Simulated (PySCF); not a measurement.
Isomers C7H11F:

A. 1-fluorobicyclo[2.2.1]heptane (SMILES F[C@]12CC[C@H](CC1)C2)
B. SMILES CC(C)C1=C(F)[C@@H]1C
C. `C[C@@H]1C=C(F)CCC1`
D. SMILES C[C@@H]1C[C@H](F)[C@@H]2C[C@@H]21

Spectrum 1. $^{13}$C{$^{1}$H} NMR (computed): δ 99.7 (CH), 38.5 (CH2), 36.4 (CH), 26.7 (CH), 25.5 (CH), 20.1 (CH3), 4.9 (CH2).

Spectrum 2. $^{13}$C{$^{1}$H} NMR (computed): δ 170.8 (C), 115.7 (CH), 35.1 (CH2), 33.5 (CH), 29.8 (CH2), 26.4 (CH2), 24.6 (CH3).

Spectrum 3. $^{13}$C{$^{1}$H} NMR (computed): δ 158.6 (C), 101.3 (C), 34.7 (CH), 30.1 (CH), 25.1 (CH3), 24.0 (CH3), 23.4 (CH3).

Spectrum 4. $^{13}$C{$^{1}$H} NMR (computed): δ 106.0 (C), 43.0 (CH2), 35.9 (CH), 35.5 (CH2), 32.2 (CH2).

- σ from GIAO-PBE0/pcSseg-1
- GFN2-xTB geometry
- program: PySCF
- relativity neglected, equivalent nuclei averaged, isolated molecule, single conformer

Referencing at the same level of theory: $^{13}$C (186.93 ppm) vs TMS. Splittings of carbon signals by F and P are missing where no couplings were computed. Shifts are as computed. Against solution values, carbons near 30 ppm lie about +3 ppm off and those near 130 ppm about +5 ppm. Of 1211 compounds with measured shifts, 218 miss one by over three times the rms of a fit or turn the order of signals round; such compounds aren't used in these exercises.

**Question.** Which spectrum belongs to which compound?

**Answer.** 1–D, 2–C, 3–B, 4–A.

- Spectrum 1 (D): 7 $^{13}$C signals; δC 99.7 is an sp3 CH bonded to F; δC 38.5 is an sp3 CH2 in a ring.
- Spectrum 2 (C): 7 $^{13}$C signals; δC 115.7 is an alkene CH; δC 35.1 is an sp3 CH2 in a ring.
- Spectrum 3 (B): 7 $^{13}$C signals; δC 158.6 is a fully substituted alkene carbon; δC 101.3 is a fully substituted alkene carbon.
- Spectrum 4 (A): 5 $^{13}$C signals; δC 106.0 is a fully substituted sp3 carbon bonded to F; δC 43.0 is an sp3 CH2 in a ring.
